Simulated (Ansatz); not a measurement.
Cartesian coordinates in Å:
```
C -1.196 -0.929 -0.838
Al -1.165 0.905 -0.172
S 0.588 1.689 0.851
C 1.751 0.288 0.845
H -1.057 -1.654 -0.031
H -2.149 -1.154 -1.325
H -0.400 -1.107 -1.568
H -2.361 1.933 -0.313
H 2.000 0.033 1.874
H 2.659 0.587 0.322
H 1.331 -0.589 0.354
```

Total charge 0; spin multiplicity 1.

(1) List the CAM-B3LYP/def2-TZVPP orbital energies in eV (the Gaussian-basis code of Ansatz). (An estimate is asked.)

Answers

(1) Computed: Occupied: -2419.19, -1526.28, -279.49, -278.18, -217.23, -161.82, -161.69, -161.65, -114.33, -75.07, -74.90, -74.84, -23.14, -20.84, -19.14, -13.95, -13.54, -12.86, -12.72, -12.42, -11.30, -9.69, -9.10, -8.32. Lowest empty: 0.10, 0.96, 1.85, 2.22, 3.19, 3.54, 3.55, 3.74.
